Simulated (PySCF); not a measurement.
Diatomics of Sb with group 14

CCSD(T) with double-zeta basis sets in PySCF, for the lowest determinant that a PBE0 search found; no spin–orbit coupling. De refers to high-spin ground-configuration atoms.

| M | basis | reference, frozen orbitals | state (unpaired electrons) | Re (Å) | ωe (cm⁻¹) | De (eV) |
| --- | --- | --- | --- | --- | --- | --- |
| C | def2-SVP | ROHF, 5 | doublet (σ ↑) | 1.915 | 819 | 2.94 |
| Ge | cc-pVDZ-PP | UHF, 8 | doublet (π ↑) | 2.497 | 267 | 2.02 |
| Sn | def2-SVP | UHF, 8 | doublet (π ↑) | 2.689 | 212 | 1.77 |
| Pb | def2-SVP | UHF, 8 | doublet (π ↑) | 2.770 | 176 | 1.62 |

The shortest bond is that of SbC (1.915 Å), the longest that of SbPb (2.770 Å).

The rows differ in basis set, which adds steps of its own.

The state changes along the series, so neighbouring rows are not always alike in their bonding.

Correlated steps freeze the inner cores (5 to 8 orbitals); shallow outer-core shells are correlated. UHF and ROHF references stand side by side, which adds small steps between rows. Correlated levels converge slowly with the basis: in double zeta they bind strong bonds too weakly, by up to about 1 eV, and carry superposition errors of some tenths. These are scalar-relativistic numbers at best; spin–orbit coupling would shift them, the dissociation energy most. States were picked by a PBE0 search and need not be the measured ground states.
